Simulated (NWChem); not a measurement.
## Correlation energy of CH3OS

```
C
H 1 1.0997
H 1 1.0997 2 109.74
H 1 1.1001 2 110.05 3 -121.24
S 1 1.8080 2 109.38 3 120.00
O 5 1.5188 1 105.55 2 -60.11
```
Charge 0, spin multiplicity 2.

Everything below was run with NWChem. All single points use one geometry, from UPBE0/def2-SVP, a minimum by its harmonic frequencies.

Basis set: cc-pVDZ. Each correlation energy counts from its own Hartree-Fock reference.

The correlated methods keep 7 core orbitals frozen. The structure started from a generated list of species. The unpaired electrons of the parent sit in orbitals of symmetry a" (Cs labels of the run); other states weren't searched. The stability of the SCF solutions was not checked. Open-shell Hartree-Fock references start from PBE0 orbitals. No row is a measurement; the coupled-cluster row has its own basis-set and correlation limits.

| method | correlation energy (mHa) | remark |
|---|---|---|
| SCS-UMP2 | -432.1 | - |
| CCSD(T) on ROHF | ___ | large amplitudes |
| CCSD on ROHF | -487.2 | large amplitudes |
| CCSD[T] on UHF | -494.5 | - |
| CCSD[T] on ROHF | ___ | large amplitudes |
| UMP2 | -440.9 | - |
| URI-MP2 | -441.0 | - |
| CCSD(T) on UHF | -493.1 | - |
| CCSD on UHF | -478.9 | - |

Problem. Complete the blanks.

Solution. 
- CCSD(T) on ROHF, correlation energy (mHa): -502.2
- CCSD[T] on ROHF, correlation energy (mHa): -503.4
